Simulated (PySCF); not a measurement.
SMILES Fc1ccccc1[SiH3] (C6H7FSi), GFN2-xTB optimised geometry.

```
15

F     -1.59    -1.68     0.00
C     -0.95    -0.48     0.00
C     -1.72     0.67     0.00
C     -1.07     1.89     0.00
C      0.32     1.93     0.00
C      1.05     0.76     0.00
C      0.43    -0.48     0.00
Si     1.37    -2.13     0.00
H     -2.80     0.60     0.00
H     -1.64     2.80     0.00
H      0.82     2.89     0.00
H      2.13     0.81     0.00
H      1.03    -2.86    -1.22
H      0.98    -2.89     1.18
H      2.80    -1.81     0.03
```

Density from PySCF 2.14.0 with B3LYP/def2-TZVP at that geometry.

Minimum of the electron density along straight lines between bonded atoms, close to the bond critical point (lines longer than 1.1 times the sum of covalent radii, or with two minima, are not listed):

| bond | length / Å | ρ at the minimum / e bohr⁻³ | ∇²ρ there / e bohr⁻⁵ | position (fraction from the first atom) |
|---|---|---|---|---|
| F1–C2 | 1.356 | 0.258 | -0.13 | 0.67 |
| C2–C3 | 1.381 | 0.330 | -1.01 | 0.52 |
| C3–C4 | 1.385 | 0.323 | -0.97 | 0.50 |
| C4–C5 | 1.385 | 0.324 | -0.97 | 0.50 |
| C5–C6 | 1.384 | 0.325 | -0.98 | 0.50 |
| C2–C7 | 1.387 | 0.325 | -0.97 | 0.53 |
| C6–C7 | 1.390 | 0.317 | -0.93 | 0.50 |
| C7–Si8 | 1.890 | 0.117 | 0.20 | 0.61 |
| C3–H9 | 1.079 | 0.289 | -1.04 | 0.65 |
| C4–H10 | 1.080 | 0.290 | -1.05 | 0.65 |
| C5–H11 | 1.080 | 0.289 | -1.04 | 0.64 |
| C6–H12 | 1.080 | 0.290 | -1.05 | 0.65 |
| Si8–H13 | 1.463 | 0.126 | 0.18 | 0.49 |
| Si8–H14 | 1.462 | 0.126 | 0.18 | 0.49 |
| Si8–H15 | 1.464 | 0.125 | 0.18 | 0.49 |
